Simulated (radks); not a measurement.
Values are calculated unless marked as measured or tabulated.
Task: Species: the indium ion In+. Configuration: [Kr] 4d10 5s2. Level of theory: scalar-relativistic Kohn-Sham, PBE, spin-unpolarised, spherical densities, point nucleus (a radial shooting solver on a logarithmic mesh with Libxc functionals). Some entries of the table are withheld. Estimate them.

orbital  occ.  eigenvalue (hartree)  <r^2> (bohr^2)
1s          2             -1020.231        0.001195
2s          2                   (1)         0.01947
2p          6             -137.3433         0.01536
3s          2             -29.25359             (2)
3p          6             -24.12954          0.1399
3d         10             -16.17606          0.1250
4s          2              -4.67171          0.8144
4p          6              -3.14570          0.9726
4d         10                   (3)             (4)
5s          2                   (5)             (6)

Result: 
(1) 2s eigenvalue (hartree): -152.9913
(2) 3s <r^2> (bohr^2): 0.1390
(3) 4d eigenvalue (hartree): -0.95817
(4) 4d <r^2> (bohr^2): 1.665
(5) 5s eigenvalue (hartree): -0.54850
(6) 5s <r^2> (bohr^2): 7.005
